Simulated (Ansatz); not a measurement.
`NC[TeH]` + `[OH][GeH2][SeH]` → `[OH][GeH2][TeH]` + `NC[SeH]`  (redistribution)

Calculated with Ansatz (gas phase, PBE0-D4/def2-TZVP geometries, no zero-point term in ΔE). CCSD(T)/CBS adds triple-zeta CCSD(T) − MP2 to the extrapolated MP2 energy (def2 sets, frozen cores). DFT in def2-TZVPP. HSE06 is defined as in plane-wave codes. def2 core potentials past Kr. For Ge, Se, Te outer-core shells are correlated without core-valence functions, which leaves a few kJ/mol of doubt a bond. Scalar relativity is left out up to krypton. Each species was taken in one conformer, which may not be the lowest.

**Question.** Is it downhill or uphill in electronic energy at CCSD(T)/CBS, and by how much? (An estimate is asked.)

**Answer.** The calculation gave: Uphill: ΔE = +5.9 kJ/mol.

**Question.** What do these levels give: r2SCANh-D4, HSE06-D4, PBE-QIDH, PBE, CAM-B3LYP, MP2/CBS(def2)? (Estimate.)

**Answer.** Computed: r2SCANh-D4 3.7, HSE06-D4 2.4, PBE-QIDH 3.2, PBE 2.8, CAM-B3LYP 4.2, MP2/CBS(def2) 5.2 kJ/mol.

Largest T1 diagnostic among the species: 0.011.

At CCSD(T), def2-SVP lies −3.7 kJ/mol from the extrapolated value and def2-TZVPP −0.1 kJ/mol. Leaving LDA and LC-ωPBE aside and taking each functional with its dispersion term where it has one, the values, not all of them listed here, spread over 4.8 kJ/mol, from HSE06-D4 to B97M-V.
